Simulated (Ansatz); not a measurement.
Reaction (SMILES): [F][Ge] (F-Ge) → F atom + Ge atom
B3LYP-D3(BJ)/def2-TZVP geometries, fixed; electronic energies without zero-point terms.

The atomisation energy at CCSD(T) with Ansatz (an electronic-structure program), in kcal/mol, split into its Hartree-Fock and correlation parts. Cores are frozen (with 3d on Ga to Br). Open shells are unrestricted. No added dispersion term, no relativity. Functions are those of the species that has most.

| basis | X | functions | Hartree-Fock | CCSD(T) |
|---|---|---|---|---|
| aug-cc-pVDZ | 2 | 59 | 76.74 | 115.16 |
| aug-cc-pVTZ | 3 | 105 | 78.21 | 120.68 |
| aug-cc-pVQZ | 4 | 173 | 78.95 | 123.27 |

Worked estimate of the basis-set limit from each neighbouring pair, with Hartree-Fock from the larger set and the correlation part extrapolated as X^-3.
Correlation parts: X = 2: 38.42, X = 3: 42.47, X = 4: 44.32.
- (2,3): (27·(42.47) - 8·(38.42))/19 = 44.18; with Hartree-Fock 78.21 the estimate is 122.39 kcal/mol.
- (3,4): (64·(44.32) - 27·(42.47))/37 = 45.67; with Hartree-Fock 78.95 the estimate is 124.62 kcal/mol.
The last two estimates differ by 2.23 kcal/mol; the largest set lies 1.35 from the last. Over the last step Hartree-Fock moves by 0.74 and the correlation part by 1.85.
